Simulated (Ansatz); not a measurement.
Basis-set extrapolation for C3H6O2Si, SMILES `C=C(O)[SiH2]C=O` (PBE0-D4/def2-TZVP geometry, frozen core, the Gaussian-basis code of Ansatz). Multiplicity 1, RHF reference.

|  | def2-TZVPP | def2-QZVPP |
| --- | --- | --- |
| HF | -555.827858 | -555.848961 |
| MP2 correlation | -1.061596 | -1.139474 |
| CCSD(T) correlation | -1.148123 | not run |

Energies in hartree. Use E(X) = E(∞) + A·exp(−7.88·√X) for Hartree–Fock and E(X) = E(∞) + B·X^(−2.97) for correlation, with X = 3 and 4, and add CCSD(T) minus MP2 of the smaller set to the MP2 limit.

Q: What is the CCSD(T) energy at the basis-set limit?

A: HF limit: -555.848961 + (-0.021103) × 0.13774 = -555.85187. MP2 limit: -1.139474 + (-0.077878) × 0.74074 = -1.19716. Higher-order term: -1.148123 − (-1.061596) = -0.08653. Total: -557.13556 hartree, 100.1 kcal/mol below CCSD(T)/def2-TZVPP.
